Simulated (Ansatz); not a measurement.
H₄NSb (`[NH2][SbH2]`). Charge 0, multiplicity 1. Sb takes the def2 core potential. All single points use the PBE0-D4/def2-TZVP geometry.

```xyz
6

N    -0.891    0.489   -0.278
Sb    0.705    0.116    0.929
H    -0.907   -0.068   -1.123
H    -1.763    0.340    0.213
H     1.015   -1.523    0.494
H     1.842    0.645   -0.235
```

Problem. What is the dipole moment at r2SCAN/def2-TZVPP? (Best estimate.)

Solution. Computed: 1.06 D, with components (-0.59, -0.86, 0.21) D in this frame, pointing from negative to positive charge.

Problem. And with PBE, B3LYP, ωB97M-V? (Estimate.)

Solution. Computed: PBE 1.05 D, B3LYP 1.07 D, ωB97M-V 1.08 D.

Problem. Give the Mulliken charges with r2SCAN, ωB97M-V, B3LYP in def2-TZVPP. (Best estimate.)

Solution. Ansatz gave: 
```
atom  r2SCAN  ωB97M-V  B3LYP
  N1   -0.55    -0.49  -0.53
 Sb2    0.49     0.43   0.51
  H3    0.15     0.12   0.14
  H4    0.15     0.11   0.13
  H5   -0.13    -0.10  -0.13
  H6   -0.11    -0.08  -0.11
```

B3LYP here is the variant with VWN-RPA as its local correlation; programs differ in this.
